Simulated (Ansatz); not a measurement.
A nudged elastic band was laid between two geometries of AlFH4OSi (8 atoms, charge 0, multiplicity 1).

Level of theory: RKS PBE0-D4/6-31G* in Ansatz.

```yaml
movable_images: 9
climbing_image: yes
spring: 5.0 eV/Å²
optimiser: quadratic models (default)
start_path: through a guess of the saddle point
force_threshold: 0.03 eV/Å
iteration_limit: 60
end_points: relaxed
```

First end point:

```xyz
8
Properties=species:S:1:pos:R:3
Al 0.325 -0.060 0.306
H 0.788 0.105 1.799
F 1.339 0.409 -0.907
O -1.185 -0.706 -0.081
Si -2.572 -1.289 -0.736
H -3.006 -2.510 -0.001
H -3.650 -0.265 -0.641
H -2.380 -1.644 -2.170
```

Last end point:

```xyz
8
Properties=species:S:1:pos:R:3
Al -0.554 0.888 0.845
H 1.984 -0.185 0.483
F 1.235 -0.609 0.111
O -1.692 -0.125 0.041
Si -2.604 -1.216 -0.778
H -2.622 -2.533 -0.077
H -4.015 -0.744 -0.902
H -2.072 -1.436 -2.155
```

(1) Which bonds break or form, and what moves?

(2) Give the energies along the band, and the barrier.

(3) What is the geometry of the highest image?

Answers

(1) Bonds broken: Al1–H2, Al1–F3. Bonds formed: H2–F3. AlFH4OSi becomes AlH3OSi + FH.

(2) It converged. The highest image is number 5 of 0 to 10, 73.0 kcal/mol above the first end and 15.7 kcal/mol above the last; the last end lies 57.2 kcal/mol above the first. Neighbouring images differ by up to 1.5 eV, so the band resolves the path poorly. A vibrational analysis at the climbing image gives one clearly imaginary mode, 1247i cm⁻¹: a first-order saddle point. The orbitals stay closed-shell, which can raise the energy where a bond breaks towards radicals; this wasn't checked here.

| image | path coordinate (Å) | energy (kcal/mol) | Al1–H2 (Å) | Al1–F3 (Å) | H2–F3 (Å) |
| --- | --- | --- | --- | --- | --- |
| 0 | 0.00 | 0.0 | 1.57 | 1.65 | 2.78 |
| 1 | 0.56 | 0.0 | 1.57 | 1.65 | 2.78 |
| 2 | 1.13 | 0.2 | 1.57 | 1.65 | 2.79 |
| 3 | 1.69 | 7.1 | 1.57 | 1.64 | 2.43 |
| 4 | 2.25 | 38.8 | 1.59 | 1.67 | 1.85 |
| 5 | 2.82 | 73.0 | 1.73 | 1.85 | 1.24 |
| 6 | 3.30 | 60.2 | 2.19 | 2.23 | 0.96 |
| 7 | 3.79 | 57.7 | 2.62 | 2.40 | 0.94 |
| 8 | 4.28 | 57.4 | 2.71 | 2.43 | 0.94 |
| 9 | 4.77 | 57.3 | 2.75 | 2.45 | 0.94 |
| 10 | 5.25 | 57.2 | 2.78 | 2.45 | 0.94 |

(3) 
```xyz
8
Properties=species:S:1:pos:R:3:forces:R:3
Al -0.103 0.126 0.725 0.00 0.00 0.00
H 1.549 0.606 0.945 0.00 0.00 -0.01
F 1.539 -0.031 -0.113 0.00 0.00 0.00
O -1.348 -0.652 -0.128 -0.01 0.00 0.01
Si -2.679 -1.340 -0.805 0.00 0.00 -0.01
H -3.026 -2.603 -0.096 0.00 0.00 0.00
H -3.844 -0.414 -0.720 0.00 0.00 0.00
H -2.428 -1.652 -2.240 0.00 0.00 0.00
```

The run took 5.7 min on 1 thread of AMD EPYC 9R45 96-Core Processor (Zen 5), on a shared host, peak memory 0.2 GiB.
